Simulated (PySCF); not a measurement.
All values below come from PBE0-D3(BJ)/def2-TZVP in PySCF. All species are isolated molecules in the gas phase. 

Reference species (SMILES): `O=C=C=[SiH2]` (neutral, multiplicity 1).

The S1 oscillator strength comes out as 0.000 and the LUMO comes out as -2.87 eV.

Changed species: `C#C[SiH]=O`.

Predict the effect on the S1 oscillator strength and LUMO.

the S1 oscillator strength hardly moves; the LUMO increases by 0.38 eV, to -2.49 eV.
